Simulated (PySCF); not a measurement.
Compound: C₆H₁₀NPS₂.
SMILES with atom numbers: `[N:1]#[C:2][CH2:3][P:4]1(=[S:5])[CH2:6][CH2:7][S:8][CH2:9][CH2:10]1`

NICS = −σ at a ghost point: NICS(0) at the centroid of the ring atoms, NICS(1) 1 Å to either side along the normal of their mean plane, zz for the tensor component along that normal. Level: GIAO PBE0/pcSseg-1 (PySCF, non-relativistic, gas phase) on the GFN2-xTB geometry, one conformer.

Ring bond lengths (Å), with Mayer bond orders in brackets: P4–C6 1.845 (0.88), C6–C7 1.520 (1.01), C7–S8 1.820 (1.01), S8–C9 1.820 (1.01), C9–C10 1.520 (1.01), C10–P4 1.845 (0.88).

Question: Give the NICS values of each ring in ppm.

Answer: 
```csv
ring,type,NICS(0),"NICS(1), two faces","NICS(1)zz, two faces",rms pucker (Å),"centre to ring atoms, mean (Å)"
P4–C6–C7–S8–C9–C10,6-membered ring with P and S; formal bonds all single,-3.5,-2.8 / -2.2,4.6 / 4.6,0.32,1.64
```

Question: What can be read from them?

Answer: 
- P4–C6–C7–S8–C9–C10: mean NICS(1)zz 4.6 ppm, deshielded. P4, C6, C7, C9, C10 have four or more neighbours; no verdict on aromaticity is drawn.

Question: List the ring angles and the Hirshfeld charges of the ring atoms.

Answer: 
- P4–C6–C7–S8–C9–C10: P4 102.9° (+0.356 e), C6 108.3° (-0.114 e), C7 111.6° (-0.072 e), S8 99.0° (-0.001 e), C9 111.6° (-0.072 e), C10 108.3° (-0.114 e); sum 641.8° against 720° for a flat convex ring.

Question: How shielded are the nuclei of the rings and their hydrogens (means over atoms taken as equivalent)?

Answer: 
```tsv
atoms	environment	σ isotropic (ppm)
P4	phosphorus bonded to 3 C and S	294.4
C6 (×2)	sp3 carbon bound to phosphorus	149.2
C7 (×2)	sp3 carbon bound to sulfur	156.6
S8	sulfide sulfur	473.0
H on C6 (×2)	methylene hydrogen	29.89
H on C6 (×2)	methylene hydrogen	28.87
H on C7 (×2)	methylene hydrogen	28.04
H on C7 (×2)	methylene hydrogen	29.10
```
